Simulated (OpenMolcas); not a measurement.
## How basis sets differ on CH4OZn (SMILES [CH3][Zn][OH])

The species is CH4OZn (7 atoms), meant as a singlet with charge 0. SMILES: `[CH3][Zn][OH]`. Geometry: relaxed at PBE0-D4/def2-TZVP.

Each level gives the dipole moment (D). The values are calculated.

```tsv
level	kind	program	value (D)	CPU time
HF/ANO-RCC-MB (DKH2)	Hartree–Fock	OpenMolcas	1.72	8 s
HF/STO-3G	Hartree–Fock	OpenMolcas	0.81	3.1 s
HF/3-21G	Hartree–Fock	OpenMolcas	1.99	3.8 s
HF/ANO-RCC-VDZ (DKH2, RICD fitting)	Hartree–Fock	OpenMolcas	2.64	9.7 s
HF/cc-pVDZ	Hartree–Fock	OpenMolcas	1.88	19 s
```

The values span 0.81 to 2.64 D. Magnitudes only. Sets without polarisation functions give poor dipoles. Times are those of the runs behind each value, whatever else they computed, on shared processors of several kinds: orders of magnitude only.
